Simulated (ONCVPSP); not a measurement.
## An all-electron radial function and its pseudo partner (ytterbium (Yb))

Columns: radius, all-electron u(r) and pseudo u(r) of the 5p shell (level -31.02 eV) of ytterbium in the configuration [Kr] 4d10 4f13 5s2 5p6 5d1 6s2; PBE, scalar-relativistic, ONCV scheme, ONCVPSP 4.0.1.

```json
{"r (bohr)": "0.155", "all-electron": "0.3264", "pseudo": "0.0407"}
{"r (bohr)": "0.310", "all-electron": "-0.3004", "pseudo": "0.1546"}
{"r (bohr)": "0.465", "all-electron": "-0.4375", "pseudo": "0.3192"}
{"r (bohr)": "0.620", "all-electron": "-0.0034", "pseudo": "0.5038"}
{"r (bohr)": "0.775", "all-electron": "0.4677", "pseudo": "0.6762"}
{"r (bohr)": "0.930", "all-electron": "0.7834", "pseudo": "0.8104"}
{"r (bohr)": "1.085", "all-electron": "0.9359", "pseudo": "0.8909"}
{"r (bohr)": "1.240", "all-electron": "0.9681", "pseudo": "0.9140"}
{"r (bohr)": "1.395", "all-electron": "0.9252", "pseudo": "0.8863"}
{"r (bohr)": "1.550", "all-electron": "0.8420", "pseudo": "0.8209"}
{"r (bohr)": "1.705", "all-electron": "0.7416", "pseudo": "0.7329"}
{"r (bohr)": "1.860", "all-electron": "0.6387", "pseudo": "0.6361"}
{"r (bohr)": "2.015", "all-electron": "0.5412", "pseudo": "0.5407"}
{"r (bohr)": "2.170", "all-electron": "0.4531", "pseudo": "0.4531"}
{"r (bohr)": "2.325", "all-electron": "0.3761", "pseudo": "0.3760"}
{"r (bohr)": "2.480", "all-electron": "0.3100", "pseudo": "0.3100"}
{"r (bohr)": "2.635", "all-electron": "0.2543", "pseudo": "0.2542"}
{"r (bohr)": "2.790", "all-electron": "0.2077", "pseudo": "0.2077"}
{"r (bohr)": "2.945", "all-electron": "0.1692", "pseudo": "0.1691"}
{"r (bohr)": "3.100", "all-electron": "0.1374", "pseudo": "0.1374"}
{"r (bohr)": "3.255", "all-electron": "0.1113", "pseudo": "0.1113"}
{"r (bohr)": "3.410", "all-electron": "0.0901", "pseudo": "0.0900"}
{"r (bohr)": "3.565", "all-electron": "0.0727", "pseudo": "0.0727"}
{"r (bohr)": "3.720", "all-electron": "0.0586", "pseudo": "0.0586"}
{"r (bohr)": "3.875", "all-electron": "0.0472", "pseudo": "0.0472"}
{"r (bohr)": "4.030", "all-electron": "0.0379", "pseudo": "0.0379"}
```

Problem. How many radial nodes do the two functions have?

Solution. The all-electron 5p function has n − l − 1 = 3 (the table is too coarse to show those close to the nucleus); the pseudo-wave has 0, since the states of the same l below it are removed with the core.

Problem. At about which radius was the pseudo-wave matched?

Solution. 2.25 bohr, where the columns begin to agree (steps of 0.15 bohr).

Problem. Is the pseudo-wave norm-conserving?

Solution. Yes: the ONCV scheme keeps the norm inside the radius equal to the all-electron one, which fixes the energy derivative of the logarithmic derivative at the level.
